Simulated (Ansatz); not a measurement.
Relaxation of CH₅NOSi (9 atoms, charge 0, multiplicity 1), to a largest force component of 0.015 eV/Å in at most 40 steps.

Computed with Ansatz 0.2.0, RKS PBE-D4/def2-SVP.

```xyz
9
Properties=species:S:1:pos:R:3:forces:R:3
N -1.184 0.175 -0.889 -4.24 2.62 -0.71
Si 0.360 -0.119 -0.393 3.07 -0.06 -1.17
C 0.492 -0.472 1.426 -0.47 0.10 0.80
O -0.233 -1.295 1.953 -0.25 -0.57 0.24
H -1.197 0.621 -1.848 -0.03 -0.78 0.86
H -1.608 0.961 -0.293 0.31 -1.29 -0.76
H 1.169 1.076 -0.801 0.67 0.19 0.33
H 0.863 -1.237 -1.227 0.30 -0.49 0.00
H 1.136 0.176 2.063 0.65 0.28 0.40
```

Task: Where does it end, and by what steps?

Result: The run converged. After 16 steps the energy has fallen by 0.685 eV; O4 moved furthest, 1.11 Å.

```
step  energy less start (eV)  largest force component (eV/Å)  accepted
   0                  0.0000                           4.243       yes
   1                 -0.3126                           1.662       yes
   2                 -0.4364                           2.279       yes
   3                 -0.4784                           1.806       yes
   4                 -0.5537                           0.489       yes
   5                 -0.5907                           0.270       yes
   6                 -0.6256                           0.206       yes
   7                 -0.6364                           0.823       yes
   8                 -0.6196                           0.980        no
   9                 -0.6580                           0.450       yes
  10                 -0.6744                           0.265       yes
  11                 -0.6815                           0.061       yes
  12                 -0.6832                           0.198       yes
  13                 -0.6840                           0.130       yes
  14                 -0.6844                           0.040       yes
  15                 -0.6845                           0.018       yes
  16                 -0.6845                           0.004       yes
```

```xyz
9
Properties=species:S:1:pos:R:3
N -1.159 0.146 -0.935
Si 0.519 0.010 -0.538
C 0.412 -0.369 1.368
O -0.661 -0.271 1.944
H -1.519 0.646 -1.748
H -1.757 0.258 -0.107
H 1.385 1.241 -0.703
H 1.236 -1.113 -1.244
H 1.342 -0.663 1.953
```

Whether the end is a true minimum wasn't checked by a vibrational analysis.

Time of the run: 46 s on 1 thread of Intel(R) Xeon(R) Platinum 8259CL CPU @ 2.50GHz (Skylake/Cascade Lake) (shared host), peak memory 0.16 GiB.
